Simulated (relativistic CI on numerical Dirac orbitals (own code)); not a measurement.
**Ti²⁺ in a cubic cluster: L2,3 absorption with charge transfer**

Computed with a charge-transfer multiplet model of a cubic metal-ligand cluster with up to one ligand hole, Slater and spin-orbit integrals from Dirac-Coulomb-Breit ions, Slater integrals scaled by 0.9. The ground state mixes d2 with configurations of k ligand holes L, whose averages lie at kΔ + k(k − 1)U_dd/2; a core hole lowers each added d electron by U_cd. 300 K, Lorentzian 0.4 eV and Gaussian 0.3 eV FWHM.

Atomic integrals in eV (Slater integrals scaled, ζ unscaled), ground: F2dd 7.400, F4dd 4.602, zeta_d 0.013; with the core hole: F2dd 8.239, F4dd 5.130, zeta_d 0.022, zeta_core 3.746, F2cd 4.410, G1cd 3.131, G3cd 1.774.

Cluster parameters (eV): Δ = 8.3, U_cd = 5.4, 10Dq = 1.1, 10Dq(ligand) = 0.4, V(eg) = 1.5, V(t2g) = -0.76, final-state hopping factor = 0.9.

```
         Case   n_d    d2   d3L     S
U_dd = 4.7 eV  2.11  0.89  0.11  1.00
U_dd = 5.4 eV  2.11  0.89  0.11  1.00
U_dd = 6.8 eV  2.11  0.89  0.11  1.00
```

Weights, n_d and S are thermal averages at 300 K. Photon energies count from the first peak over 30 % of the highest in each spectrum, which can be another peak from case to case. The parameters are a model scan and need not match a compound or its usual spin state. Peaks in eV (height, largest 100):
- U_dd = 4.7 eV: -3.1 (8), 0.0 (100), 2.5 (40), 3.7 (33), 4.8 (60), 5.8 (59), 6.3 (60)
- U_dd = 5.4 eV: -3.1 (8), 0.0 (100), 2.5 (40), 3.6 (33), 4.8 (61), 5.8 (60), 6.2 (60)
- U_dd = 6.8 eV: -3.1 (8), 0.0 (100), 2.5 (40), 3.6 (34), 4.8 (60), 6.2 (61)

Curve for U_dd = 4.7 eV (points under 2 left out, the grid thinned):

```
E (eV)  Intensity
  -4.1        2.0
  -3.8        4.0
  -3.5        6.8
  -3.2        7.7
  -2.9        7.4
  -2.6        5.8
  -2.3        7.4
  -2.0       12.4
  -1.7       21.5
  -1.4       29.5
  -1.1       31.9
  -0.8       37.6
  -0.5       52.5
  -0.2       87.4
   0.1       96.8
   0.4       76.6
   0.7       55.9
   1.0       42.4
   1.3       34.4
   1.6       26.8
   1.9       26.4
   2.2       33.0
   2.5       39.6
   2.9       27.3
   3.2       22.3
   3.5       30.6
   3.8       32.8
   4.1       39.3
   4.4       50.2
   4.7       58.3
   5.0       57.3
   5.3       49.4
   5.6       56.9
   5.9       59.2
   6.2       59.8
   6.5       58.3
   6.8       43.4
   7.1       24.0
   7.4       14.0
   7.7        9.8
   8.0        7.1
   8.3        5.0
   8.6        3.8
   8.9        3.1
   9.2        2.2
```

For the case U_dd = 4.7 eV, Δ = 8.3 eV is larger than U_dd = 4.7 eV, the Mott-Hubbard side of the Zaanen-Sawatzky-Allen scheme. With the core hole the configuration with one ligand hole lies at Δ + U_dd − U_cd = 7.6, 8.3, 9.7 eV from the one without, in the order of the table; where this is negative the screened configuration lies lower.

With at most 1 ligand hole the space is cut while the next configuration still counts, so covalency is underestimated, and a final configuration with one more ligand hole, which can lie low, is missing from the spectra.
